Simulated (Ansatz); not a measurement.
Cu2Te8. Charge 0, multiplicity 1. Geometry PBE0-D4/def2-SVP.

```xyz
10

Cu   -0.258    1.564    1.422
Cu   -1.294   -0.654    0.598
Te    1.675   -2.039    1.283
Te    1.257    2.162   -0.634
Te   -1.443   -2.861   -0.723
Te    2.436   -0.927   -1.010
Te   -1.102    3.636    0.163
Te   -0.031   -1.537   -2.546
Te   -0.047   -0.452    2.835
Te   -1.194    1.107   -1.387
```

In the def2 sets Te takes a core potential; there is no spin–orbit coupling. No other spin state of charge 0 was run. Another isomer (singlet) lies 0.61 eV lower at PBE0-D4/def2-SVP; other spin states weren't run for this one.

Task: Estimate the orbital energies around the gap (eV) in Ansatz with PBE-D4/def2-SVP, r2SCAN-D4/def2-SVP, PBE0-D4/def2-SVP.

Result: 
| orbital | PBE-D4/def2-SVP | r2SCAN-D4/def2-SVP | PBE0-D4/def2-SVP |
| --- | --- | --- | --- |
| HOMO−5 | -5.68 | -5.95 | -6.75 |
| HOMO−4 | -5.37 | -5.61 | -6.34 |
| HOMO−3 | -5.32 | -5.57 | -6.24 |
| HOMO−2 | -5.10 | -5.34 | -6.15 |
| HOMO−1 | -4.80 | -5.04 | -5.87 |
| HOMO | -4.68 | -4.89 | -5.76 |
| LUMO | -3.74 | -3.83 | -3.32 |
| LUMO+1 | -3.48 | -3.54 | -3.00 |
| LUMO+2 | -3.36 | -3.39 | -2.82 |
| LUMO+3 | -3.17 | -3.23 | -2.67 |
| LUMO+4 | -3.08 | -3.12 | -2.60 |
| LUMO+5 | -2.79 | -2.79 | -2.17 |
